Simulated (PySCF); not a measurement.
Excitation energy of Te by level of theory

Te [Kr] 4d10 5s2 5p4 (3P) → Te [Kr] 4d10 5s2 5p3 5d1 (5D), as a difference of total energies. All numbers are calculated (PySCF 2.14, scalar relativity by spin-free X2C-1e, in aug-cc-pVQZ-DK3 (9s8p6d3f2g, 102 functions)). The calculations carry no spin-orbit coupling.

```tsv
method	excitation energy (eV)
UHF	6.269
wB97M-V	6.979
HSE06	6.754
BP86	6.731
```

The promoted electron is Rydberg-like, and one or two diffuse shells describe it only roughly, which tends to raise the upper state.

For comparison: 6.655 eV (measured; NIST levels, between the centres of gravity of the two terms).
